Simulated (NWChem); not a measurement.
C2H6B cation

```xyz
9

C      0.0000     0.0000     1.4827
B      0.0000     0.0000     0.0000
C      0.0000     0.0000    -1.4827
H     -0.7883     0.6643     1.8729
H     -0.1811    -1.0148     1.8729
H      0.9694     0.3505     1.8729
H      0.3505     0.9694    -1.8729
H     -1.0148    -0.1811    -1.8729
H      0.6643    -0.7883    -1.8729
```
Atoms are numbered in this order, from 1.

All runs: NWChem. Geometry optimised at B3LYP/6-31G*; all other runs use it. Pople sets run with spherical d functions. Vzz has the sign of the potential's second derivative.

```
quantity                                                       level   value
---------------------------------------------  ---------------------  ------
first 1s excitation (eV), B K edge, unshifted    B3LYP/6-311G**, TDA   182.1
anisotropy (bohr³), static                               PBE/6-31+G*    19.3
highest occupied level (eV)                            MN15-L/6-31G*  -16.14
Vzz B2 (a.u.)                                  Hartree-Fock/def2-SVP  -0.761
charge (e), ESP C1                                    B3LYP/def2-SVP   -0.43
highest harmonic frequency (cm⁻¹)                       B3LYP/6-31G*    3079
```
